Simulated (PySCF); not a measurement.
A TDDFT job was run through a driver script with this input:

```
{"job": {"kind": "uv", "xc": "wB97X-D", "basis": "def2-SVPD", "nstates": 8, "ntriplets": 3}, "charge": 0, "multiplicity": 1}
O     -2.937856    -1.384356    -0.522118
C     -2.544392    -0.251257    -0.371694
N     -1.282101     0.080260    -0.050644
C     -0.761379     1.351811     0.150836
C      0.538489     1.311610     0.426364
C      1.046409    -0.093225     0.383896
As     2.380581    -0.329271    -1.119074
C     -0.234246    -0.913673     0.164817
H     -3.193939     0.635891    -0.488778
H     -1.413632     2.204052     0.084090
H      1.174977     2.154339     0.627252
H      1.546172    -0.362982     1.318805
H      2.871394    -1.647868    -0.586680
H      3.481408     0.359744    -0.357826
H     -0.186516    -1.578885    -0.705380
H     -0.492968    -1.527246     1.034725
```

Its output, with some lines taken out ([cut]):

```
coarse grid: 63312 points
cycle   1  E = -2560.4690169451  dE =  8.564e-01  |g| = 8.605e-01  |ddm| = 7.049e+00
cycle   2  E = -2560.2419410149  dE =  2.271e-01  |g| = 1.435e+00  |ddm| = 2.670e+00
cycle   3  E = -2560.6294548468  dE = -3.875e-01  |g| = 7.971e-02  |ddm| = 1.577e+00
cycle   4  E = -2560.6305157755  dE = -1.061e-03  |g| = 5.171e-02  |ddm| = 2.361e-01
cycle   5  E = -2560.6310309209  dE = -5.151e-04  |g| = 9.489e-03  |ddm| = 1.029e-01
cycle   6  E = -2560.6310615326  dE = -3.061e-05  |g| = 4.477e-03  |ddm| = 3.302e-02
cycle   7  E = -2560.6310678696  dE = -6.337e-06  |g| = 1.191e-03  |ddm| = 1.291e-02
final grid: 134296 points
cycle   8  E = -2560.6309290245  dE = -2.629e-06  |g| = 9.308e-04  |ddm| = 2.476e-02
cycle   9  E = -2560.6309291351  dE = -1.106e-07  |g| = 1.039e-03  |ddm| = 3.813e-03
cycle  10  E = -2560.6309293480  dE = -2.129e-07  |g| = 1.683e-04  |ddm| = 1.619e-03
cycle  11  E = -2560.6309293604  dE = -1.234e-08  |g| = 1.322e-04  |ddm| = 6.717e-04
cycle  12  E = -2560.6309293662  dE = -5.757e-09  |g| = 3.064e-05  |ddm| = 4.197e-04
cycle  13  E = -2560.6309293666  dE = -4.111e-10  |g| = 1.520e-05  |ddm| = 1.250e-04
converged SCF energy = -2560.6309293666

[cut]

Singlet excitations
state   eV       nm        f      main configurations
[cut]
[cut]
  3   5.6825    218.2   0.01404   H->L+1 0.94
[cut]
[cut]
  6   6.5656    188.8   0.12236   H-1->L 0.25, H-1->L+1 0.24, H->L+4 0.12
  7   6.7650    183.3   0.00720   H->L+4 0.63, H-1->L 0.15
  8   6.8938    179.8   0.06887   H-1->L+1 0.33, H-2->L+1 0.12, H->L+4 0.11

[cut]
```

Computed with TDDFT wB97X-D/def2-SVPD, vertical, gas phase, core orbitals frozen in the response in PySCF 2.14.0, density-fitted response routines. Geometry: GFN2-xTB, one conformer, isolated molecule. Relativistic effects, spin–orbit coupling among them, are left out although an element past zinc is present.

Q: Restore the lines that were cut, in order.

A: 
```
Static polarisability (au): isotropic 103.710, principal 76.853 96.164 138.115
  1   5.3036    233.8   0.40668   H->L 0.96
  2   5.5734    222.5   0.00129   H-2->L+2 0.30, H-2->L 0.30, H-1->L 0.12
  4   6.3197    196.2   0.09013   H->L+2 0.89
  5   6.4830    191.2   0.03302   H->L+3 0.68, H->L+5 0.08, H-1->L 0.08
Triplet excitations (Tamm-Dancoff, eV): 3.6710 5.0217 5.1165
```

Q: What is the polarisability anisotropy, √(½[(α1 − α2)² + (α2 − α3)² + (α3 − α1)²])?

A: 54.25 au.

Q: Give the mean polarisability in Å³.

A: 103.71 au × 0.148185 = 15.37 Å³.

Q: Give the energy of state 5 in hartree, cm⁻¹ and kJ/mol.

A: 0.23825 hartree, 52289 cm⁻¹, 625.5 kJ/mol.

Q: Which species is it?

A: `O=CN1C=C[C@H]([AsH2])C1` (C5H8AsNO), point group C1.

The SCF starts on a coarse grid; the energy jumps when the final grid takes over, and dE counts afresh there. H and L stand for HOMO and LUMO.

Time: 89 s of wall time (grids of density and orbitals included); peak memory 1.1 GiB. Hardware: one thread, Intel Xeon (x86_64), shared host with 64 logical CPUs at a one-minute load of 61.

wB97X-D is run here without its empirical dispersion term; that term would change no orbital, density or response property at a fixed geometry.
